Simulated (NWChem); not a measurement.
Molecule: C2H4ClF; SMILES C[C@@H](F)Cl

Program: NWChem. Pople sets run with spherical d functions. Structure relaxed at the PBE0/def2-SVP level. Total energies compare along this basis series because the functional is fixed.

```json
[
 {"level": "TPSS/STO-3G", "basis functions": "28", "energy (Ha)": "-631.3123", "highest occupied level (eV)": "-4.42", "orbital gap (eV)": "7.67", "dipole (D)": "2.30", "relative time": "1"},
 {"level": "TPSS/3-21G", "basis functions": "48", "energy (Ha)": "-635.5036", "highest occupied level (eV)": "-7.23", "orbital gap (eV)": "7.42", "dipole (D)": "2.42", "relative time": "1"},
 {"level": "TPSS/6-31G*", "basis functions": "68", "energy (Ha)": "-638.6768", "highest occupied level (eV)": "-7.19", "orbital gap (eV)": "7.25", "dipole (D)": "2.17", "relative time": "4"},
 {"level": "TPSS/6-31+G*", "basis functions": "84", "energy (Ha)": "-638.6916", "highest occupied level (eV)": "-7.43", "orbital gap (eV)": "7.03", "dipole (D)": "2.30", "relative time": "5"},
 {"level": "TPSS/6-311G**", "basis functions": "104", "energy (Ha)": "-638.7643", "highest occupied level (eV)": "-7.40", "orbital gap (eV)": "7.20", "dipole (D)": "2.28", "relative time": "6"},
 {"level": "TPSS/6-311++G**", "basis functions": "124", "energy (Ha)": "-638.7718", "highest occupied level (eV)": "-7.45", "orbital gap (eV)": "6.94", "dipole (D)": "2.28", "relative time": "10"}
]
```

Times are rough ratios from one shared machine.
